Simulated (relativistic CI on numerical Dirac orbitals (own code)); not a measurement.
# Pt2+ (5d8) in a crystal field

Calculated by Dirac-Coulomb-Breit CI, separate exchange-only KLI orbitals for each configuration, a model potential for QED, valence Slater integrals scaled by 0.8, one configuration in a parametric crystal field (own radial code).

Field parameters in Wybourne normalisation: Td as Oh with Dq negative (B⁴₀ = 21Dq, B⁴₄ = √(5/14) B⁴₀). The field is a parameter set, without covalency.

S and J are read from ⟨S²⟩ = S(S + 1) and ⟨J²⟩ = J(J + 1) of each level; they are not fictitious spins.

Td, 10Dq = -2450 cm⁻¹, the lowest 10 levels:

| E (cm⁻¹) | Degeneracy | Irrep | S | J |
| --- | --- | --- | --- | --- |
| 0.0 | 1 | A1 | 0.98 | 3.99 |
| 631 | 3 | T1 | 0.98 | 3.99 |
| 1132 | 2 | E | 0.97 | 3.98 |
| 2469 | 3 | T2 | 0.97 | 3.97 |
| 7358 | 3 | T2 | 0.69 | 2.14 |
| 8685 | 2 | E | 0.64 | 2.05 |
| 10367 | 3 | T1 | 1.00 | 3.01 |
| 11040 | 1 | A2 | 1.00 | 3.00 |
| 11146 | 3 | T2 | 0.95 | 2.92 |
| 15638 | 2 | E | 1.00 | 2.02 |

Td, 10Dq = -18200 cm⁻¹, the lowest 16 levels:

| E (cm⁻¹) | Degeneracy | Irrep | S | J |
| --- | --- | --- | --- | --- |
| 0.0 | 1 | A1 | 0.98 | 3.86 |
| 2433 | 3 | T1 | 0.99 | 3.73 |
| 5056 | 2 | E | 0.93 | 3.48 |
| 6678 | 3 | T2 | 0.93 | 2.81 |
| 12901 | 3 | T2 | 0.47 | 3.25 |
| 15254 | 2 | E | 0.34 | 2.93 |
| 22542 | 3 | T1 | 0.99 | 3.20 |
| 23592 | 2 | E | 0.99 | 2.74 |
| 25201 | 1 | A2 | 1.00 | 3.00 |
| 25779 | 1 | A1 | 0.43 | 2.51 |
| 26214 | 3 | T2 | 0.86 | 3.29 |
| 29747 | 3 | T2 | 0.77 | 2.84 |
| 32118 | 2 | E | 0.87 | 2.50 |
| 33748 | 3 | T1 | 0.98 | 1.38 |
| 34932 | 3 | T2 | 0.57 | 2.71 |
| 36440 | 1 | A1 | 0.74 | 2.19 |

Td, 10Dq = -16200 cm⁻¹, the lowest 16 levels:

| E (cm⁻¹) | Degeneracy | Irrep | S | J |
| --- | --- | --- | --- | --- |
| 0.0 | 1 | A1 | 0.98 | 3.88 |
| 2332 | 3 | T1 | 0.99 | 3.76 |
| 4828 | 2 | E | 0.94 | 3.54 |
| 6665 | 3 | T2 | 0.93 | 2.84 |
| 12276 | 3 | T2 | 0.52 | 3.24 |
| 14972 | 2 | E | 0.37 | 2.88 |
| 20775 | 3 | T1 | 0.99 | 3.18 |
| 22061 | 2 | E | 0.99 | 2.65 |
| 23315 | 1 | A2 | 1.00 | 3.00 |
| 24637 | 3 | T2 | 0.85 | 3.22 |
| 25171 | 1 | A1 | 0.49 | 2.38 |
| 28037 | 3 | T2 | 0.73 | 2.97 |
| 30444 | 2 | E | 0.84 | 2.59 |
| 31954 | 3 | T1 | 0.98 | 1.35 |
| 32811 | 3 | T2 | 0.63 | 2.68 |
| 34835 | 1 | A1 | 0.69 | 2.41 |

The free-ion ground term has S = 1. Every field shown keeps that spin.

Levels of this model without a field, named by their leading LS term (the scale mimics covalency, so terms lie below those of the real free ion): ³F4 0, ¹D2 6787, ³F3 9105, ³P2 15272, ³P0 17099, ³P1 19431, ¹G4 21648, ¹D2 24592 cm⁻¹.
